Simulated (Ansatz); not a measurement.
Reactions of CH5BrO2Si (`CO[SiH](O)Br`).

Gas-phase electronic energies from Ansatz, PBE0-D4/def2-TZVP geometries. CCSD(T)/CBS adds triple-zeta CCSD(T) − MP2 to the extrapolated MP2 energy (def2 sets, frozen cores). This one scheme is used for every species. Open shells (•) are unrestricted, without spin–orbit coupling. For Br, Ge outer-core shells are correlated without core-valence functions, which leaves a few kJ/mol of doubt a bond. Scalar relativity is left out up to krypton. Each species was taken in one conformer, which may not be the lowest.

Question: Order these by ΔE at CCSD(T)/CBS, lowest first. (An estimate is asked.)
A. `CO[SiH](O)Br` + `C[NH][Ge]([O]C)([O]C)[O]C` → `CN[SiH](O)Br` + `C[O][Ge]([O]C)([O]C)[O]C`
B. `CO[SiH](O)Br` → `C[Si](O)(O)Br`
C. `CO[SiH](O)Br` + H–F → `CO[SiH](O)F` + HBr
D. `CO[SiH](O)Br` + CH₃NH₂ → `CN[SiH](O)Br` + CH₃OH
E. `CO[SiH](O)Br` → `[OH]`• + `CO[SiH]Br`•

Answer: B (-111.0 kJ/mol), C (-50.8 kJ/mol), A (+25.8 kJ/mol), D (+45.9 kJ/mol), E (+570.2 kJ/mol).

Largest T1 diagnostic: 0.012, for `CO[SiH]Br`•.
